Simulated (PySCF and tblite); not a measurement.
The numbers below are computed, except where a source is named.
C₆H₆O₂S, numbered as in [CH3:1][O:2][C:3](=[O:4])[c:5]1[cH:6][cH:7][cH:8][s:9]1.

The ensemble was built from 90 distance-geometry starts (ETKDG and KDG, MMFF94s, GFN2-xTB) and rests on GFN2-xTB geometries. Energies: B3LYP-D3(BJ)/def2-SVP (IEF-PCM, water), with GFN2-xTB thermal terms (modes under about 100 cm⁻¹ blended into free rotors). Symmetry numbers and mirror images are counted. Conformers within 2.5 kcal/mol (GFN2-xTB free energy) were kept, 4 at most. Run with PySCF (density fitting) and tblite.

Torsions listed: C1–O2–C3–O4, O2–C3–C5–S9.

```tsv
conformer	shape	symmetry	E(GFN2) kcal/mol
1	0°, 180°	Cs	0.75
2	0°, 0°	Cs	0.00
```

(1) Which of these conformers is the most populated at 298.15 K, and with what share?

(2) Give the DFT energies and free energies relative to the lowest, and all weights.

(3) How does its share change from 250 K to 350 K?

The minima are those of GFN2-xTB; planar forms about aryl–S or allylic bonds may be saddles in DFT.

Answers

(1) Conformer 2, about 62 %. The lead over the next is within the error of the method.

(2) 
| conformer | shape | E(DFT) kcal/mol | G(298.15 K) kcal/mol | weight % |
| --- | --- | --- | --- | --- |
| 1 | 0°, 180° | 0.22 | 0.29 | 37.9 |
| 2 | 0°, 0° | 0.00 | 0.00 | 62.1 |

(3) From 64 % to 61 %; the mixing entropy goes from 1.30 to 1.33 cal/(mol K).


Conformer gaps in def2-SVP on xTB geometries can be 2 kcal/mol too large for S=O, P=O and other polar bonds.